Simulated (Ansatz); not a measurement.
C4H11In, singlet, at a GFN2-xTB geometry (such geometries of metal compounds can be far from the true shape) (all electrons, no relativity), with bond 2-1 at 2.4 times its length; CASSCF(4,5)/STO-3G run with Ansatz (a program for electronic structure).

Ansatz was given this input:
Ansatz 0.2 input:
```yaml
crystal:
  periodic: [false, false, false]
  atoms:
    - {symbol: In, position_ang: [-0.66762360, -0.55789924, -0.56726002]}
    - {symbol: H, position_ang: [-1.13668351, -4.77500730, -0.20281340]}
    - {symbol: H, position_ang: [-1.71045013, 0.14771944, -1.81780987]}
    - {symbol: C, position_ang: [0.79939940, 0.66764358, 0.68163699]}
    - {symbol: C, position_ang: [0.07228921, 1.27298344, 1.87636023]}
    - {symbol: C, position_ang: [1.89452439, -0.27616747, 1.15110477]}
    - {symbol: C, position_ang: [1.34514954, 1.77208388, -0.21007777]}
    - {symbol: H, position_ang: [0.75851035, 1.87821736, 2.47486295]}
    - {symbol: H, position_ang: [-0.33852526, 0.48788968, 2.51522298]}
    - {symbol: H, position_ang: [-0.74605859, 1.91485262, 1.54167364]}
    - {symbol: H, position_ang: [1.45933041, -1.12513505, 1.68594341]}
    - {symbol: H, position_ang: [2.46140084, -0.66196511, 0.30067429]}
    - {symbol: H, position_ang: [2.58654167, 0.23329860, 1.82582084]}
    - {symbol: H, position_ang: [1.93550773, 1.35220609, -1.02768944]}
    - {symbol: H, position_ang: [0.52293241, 2.35026552, -0.64149656]}
    - {symbol: H, position_ang: [1.97925678, 2.45548078, 0.35980033]}
basis:
  gaussian:
    orbitals: STO-3G
hamiltonian:
  xc: hf
magnetization: {spin_polarized: false}
correlation: {active_space: {window: {electrons: 4, orbitals: 5}}}
```

What the program printed (banner, timings and long lists left out):

```
Functional definition: HF
799 factors; integrals over basis functions are off by at most 5.9e-5 eV
mean field evaluation 1: about -158870.0257 eV, gradient 1.8e1 eV
mean field evaluation 2: about -158870.2990 eV, gradient 1.7e1 eV
mean field evaluation 4: about -158872.0507 eV, gradient 8.3e0 eV
mean field evaluation 8: about -158874.8551 eV, gradient 5.3e0 eV
mean field evaluation 16: about -158875.1028 eV, gradient 1.6e-6 eV
mean field -158875.10280035 eV, -5838.5523385003 hartree, gradient 1.6e-6 eV, S^2 0.000000; 3 other end points of the search recorded, 0 dependent functions left out
reference -158875.10280035 eV, -5838.5523385003 hartree; 42, 42 occupied and 16, 16 virtual orbitals, 799 factors
state -158880.64748546 eV, -5838.7561019197 hartree
2 active orbitals were swapped for others, from the solution at -158880.60239464 eV, -5838.7544448628 hartree to that at -158880.64748546 eV, -5838.7561019197 hartree; typed "places" are swapped only where nearly empty or full, and so, without "given_window_search", are "orbital_numbers", "shells" and a window whose orbitals a file names under [Active]
Total energy: -158880.64748546 eV, -5838.7561019197 hartree
```
